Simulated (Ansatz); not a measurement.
Co(NH2)3 (CoN₃H₆), relaxed as a quintet with UKS PBE0-D4/def2-SVP in Ansatz, starting from the GFN2-xTB geometry. Force threshold 0.02 eV/Å.

At PBE0-D4/def2-SVP a triplet of charge 0 lies 0.10 eV below the quintet, each at its own geometry.

Start:

Cartesian coordinates in Å:
```
Co 0.0005 -0.0012 -0.0011
N 1.2057 1.4040 -0.1602
H 1.1684 2.2880 0.3333
H 2.0250 1.4340 -0.7553
N 0.2447 -1.5544 -0.9901
H 0.9989 -1.7417 -1.6402
H -0.3485 -2.3759 -0.9835
N -1.4506 0.1500 1.1498
H -1.6774 0.9454 1.7352
H -2.1669 -0.5481 1.3121
```

(1) Estimate the energy that the relaxation releases and the steps that it takes.

(2) Does the start keep its bonding and symmetry?

(3) Predict the relaxed structure.

## Answers

(1) 0.06 eV, in 6 steps; 8 s on 4 threads of Intel Xeon 6975P-C on a shared host. The force fell under the threshold at step 5, but the optimiser went on. No frequencies were taken in this run, so the end may be a saddle point.

(2) By distances, no bond broke or formed. The bond that changes most is Co1–N8, from 1.86 to 1.82 Å (atoms count from 1). Point group D3h at the start, D3h at the end, both within 0.05 Å; within 0.015 Å the end is D3.

(3) 
```xyz
10

Co    0.000    0.000    0.000
N     1.181    1.375   -0.157
H     1.138    2.248    0.362
H     1.987    1.390   -0.776
N     0.241   -1.521   -0.969
H     1.015   -1.697   -1.603
H    -0.379   -2.327   -0.962
N    -1.422    0.146    1.126
H    -1.642    0.961    1.692
H    -2.119   -0.575    1.288
```
Bond lengths: 3 × Co–N 1.82 Å; 6 × H–N 1.02 Å.
